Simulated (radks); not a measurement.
The nuclear charge of the rubidium ion Rb2+ is varied continuously with 35 electrons held in [Ar] 3d10 4s2 4p5. Method: Dirac Kohn-Sham, LDA (Slater exchange, Perdew-Wang correlation), spin-unpolarised, spherical densities, finite nucleus; open shells fill j = l - 1/2 first; Fermi nuclear charge, rms radius 4.2036 fm; computed with a radial shooting solver on a logarithmic mesh with Libxc functionals. By the Hellmann-Feynman theorem dE/dZ = E(electron-nucleus)/Z, the electronic potential at the nucleus (averaged over a nucleus of fixed radius).

Z     E (hartree)  E(electron-nucleus)/Z (hartree)   HOMO  e(HOMO) (eV)  <r> HOMO (bohr)
36    -2786.51134                         -186.716  4p3/2       -19.430            1.840
36.1  -2805.21774                         -187.412  4p3/2       -20.734            1.817
36.2  -2823.99378                         -188.109  4p3/2       -22.062            1.796
36.3  -2842.83946                         -188.805  4p3/2       -23.415            1.775
36.4  -2861.75478                         -189.501  4p3/2       -24.791            1.755
36.5  -2880.73974                         -190.198  4p3/2       -26.191            1.736
36.6  -2899.79435                         -190.894  4p3/2       -27.614            1.717
36.7  -2918.91860                         -191.591  4p3/2       -29.059            1.698
36.8  -2938.11252                         -192.287  4p3/2       -30.528            1.680
36.9  -2957.37609                         -192.984  4p3/2       -32.019            1.663
37    -2976.70934                         -193.681  4p3/2       -33.532            1.646
37.1  -2996.11226                         -194.378  4p3/2       -35.068            1.630
37.2  -3015.58486                         -195.075  4p3/2       -36.626            1.614
37.3  -3035.12716                         -195.772  4p3/2       -38.205            1.599
37.4  -3054.73917                         -196.469  4p3/2       -39.806            1.583
37.5  -3074.42090                         -197.166  4p3/2       -41.429            1.569
37.6  -3094.17235                         -197.863  4p3/2       -43.073            1.554
37.7  -3113.99355                         -198.561  4p3/2       -44.738            1.540
37.8  -3133.88450                         -199.258  4p3/2       -46.425            1.527
37.9  -3153.84523                         -199.956  4p3/2       -48.132            1.513
38    -3173.87574                         -200.654  4p3/2       -49.861            1.500

The central difference of E at Z = 37 is -193.681 hartree, to compare with the third column; the second derivative is -6.97 hartree.
